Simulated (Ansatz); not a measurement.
Computed with B3LYP-D3(BJ)/def2-TZVP (Ansatz, a first-principles code). No frequencies were computed at this level.

Ansatz 0.2 input:
```yaml
crystal:
  periodic: [false, false, false]
  atoms:
    - { symbol: C, position_ang: [1.94424, -0.247712, 0.001729] }
    - { symbol: C, position_ang: [0.751557, -0.095754, 0.000669] }
    - { symbol: Si, position_ang: [-1.08226, 0.137889, -0.000963] }
    - { symbol: H, position_ang: [2.988582, -0.380769, 0.002658] }
    - { symbol: H, position_ang: [-1.418176, 1.097476, -1.05642] }
    - { symbol: H, position_ang: [-1.706762, -1.16203, -0.261432] }
    - { symbol: H, position_ang: [-1.477181, 0.650902, 1.313758] }
basis:
  gaussian: { orbitals: def2-tzvp }
hamiltonian:
  xc: b3lyp
  dispersion: d3bj
relax:
  max_steps: 150
```

Output:

```
Functional definition: B3LYP
797 factors; their error is unknown
mean field evaluation 1: about -10011.3170 eV, gradient 4.6e1 eV
mean field evaluation 2: about -10008.6575 eV, gradient 5.4e1 eV
mean field evaluation 4: about -10016.5776 eV, gradient 3.5e0 eV
mean field evaluation 8: about -10016.6040 eV, gradient 1.5e-1 eV
mean field evaluation 16: about -10016.6306 eV, gradient 4.4e-5 eV
mean field -10016.63064345 eV, -368.1043866308 hartree, gradient 4.4e-5 eV, S^2 0.000000; 0 other end points of the search recorded, 0 dependent functions left out
reference -10016.63089327 eV, -368.1043958113 hartree; 15, 15 occupied and 108, 108 virtual orbitals, 797 factors
relax step   1: F+E_penalty+E_count = -10016.83753404 eV  Δ(F+E_penalty+E_count) = +0.000e0 eV  max|allowed force component| = 8.420e-1 eV/Å  Δτ_max = 0.0000 Å  (28 SCF iters, accepted)
these checks for a lower state are left out or cut short: starts, cluster_reference, orbital_swaps, neighbouring_geometries, increment
797 factors; their error is unknown
mean field -10016.64495711 eV, -368.1049126479 hartree, gradient 8.2e-6 eV, S^2 0.000000; 0 other end points of the search recorded, 0 dependent functions left out
reference -10016.64520680 eV, -368.1049218240 hartree; 15, 15 occupied and 108, 108 virtual orbitals, 797 factors
relax step   2: F+E_penalty+E_count = -10016.85154302 eV  Δ(F+E_penalty+E_count) = -1.401e-2 eV  max|allowed force component| = 3.100e-1 eV/Å  Δτ_max = 0.0164 Å  (32 SCF iters, accepted)
these checks for a lower state are left out or cut short: starts, cluster_reference, orbital_swaps, neighbouring_geometries, increment
797 factors; their error is unknown
mean field evaluation 32: about -10016.6465 eV, gradient 8.2e-6 eV
mean field -10016.64647941 eV, -368.1049685914 hartree, gradient 8.3e-6 eV, S^2 0.000000; 0 other end points of the search recorded, 0 dependent functions left out
reference -10016.64672909 eV, -368.1049777669 hartree; 15, 15 occupied and 108, 108 virtual orbitals, 797 factors
relax step   3: F+E_penalty+E_count = -10016.85354159 eV  Δ(F+E_penalty+E_count) = -1.999e-3 eV  max|allowed force component| = 5.764e-2 eV/Å  Δτ_max = 0.0084 Å  (32 SCF iters, accepted)
these checks for a lower state are left out or cut short: starts, cluster_reference, orbital_swaps, neighbouring_geometries, increment
797 factors; their error is unknown
mean field -10016.64670966 eV, -368.1049770529 hartree, gradient 8.3e-6 eV, S^2 0.000000; 0 other end points of the search recorded, 0 dependent functions left out
reference -10016.64695932 eV, -368.1049862279 hartree; 15, 15 occupied and 108, 108 virtual orbitals, 797 factors
relax step   4: F+E_penalty+E_count = -10016.85364801 eV  Δ(F+E_penalty+E_count) = -1.064e-4 eV  max|allowed force component| = 1.876e-3 eV/Å  Δτ_max = 0.0026 Å  (32 SCF iters, accepted)
797 factors; their error is unknown
mean field evaluation 64: about -10016.6467 eV, gradient 4.4e-5 eV
mean field -10016.64670966 eV, -368.1049770529 hartree, gradient 8.3e-6 eV, S^2 0.000000; 1 other end points of the search recorded, 0 dependent functions left out
reference -10016.64695932 eV, -368.1049862279 hartree; 15, 15 occupied and 108, 108 virtual orbitals, 797 factors
Total energy: -10016.85389767 eV, -368.1125910720 hartree
Atom 0 at     1.946265    -0.247969     0.001731 Å, force     0.000943    -0.000102     0.000004 eV/Å
Atom 1 at     0.750422    -0.095616     0.000667 Å, force    -0.000879     0.000086    -0.000006 eV/Å
Atom 2 at    -1.060101     0.135062    -0.000944 Å, force    -0.001876     0.000247    -0.000000 eV/Å
Atom 3 at     3.001583    -0.382417     0.002671 Å, force    -0.000299     0.000037    -0.000000 eV/Å
Atom 4 at    -1.430008     1.100397    -1.058058 Å, force     0.000703    -0.000096     0.000008 eV/Å
Atom 5 at    -1.719057    -1.162590    -0.261844 Å, force     0.000703    -0.000080     0.000002 eV/Å
Atom 6 at    -1.489104     0.653134     1.315776 Å, force     0.000704    -0.000092    -0.000008 eV/Å
Dipole moment:     0.080118    -0.010208     0.000071 e Å
```

Cost: around 14 core-seconds (rough).
